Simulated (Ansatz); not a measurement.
BClH₂O₂, SMILES `OB(O)Cl`, charge 0, multiplicity 1.

Question: Give a relaxed structure at PBE0-D4/def2-TZVP (the Gaussian-basis code of Ansatz). (Best estimate.)

Answer: Ansatz gave: 
Z-matrix (Å, degrees):
```
B
O 1 1.349
Cl 1 1.771 2 118.0
O 1 1.357 2 121.0 3 -180.0
H 2 0.962 1 112.0 3 -180.0
H 4 0.960 1 113.5 2 -180.0
```
Point group Cs.
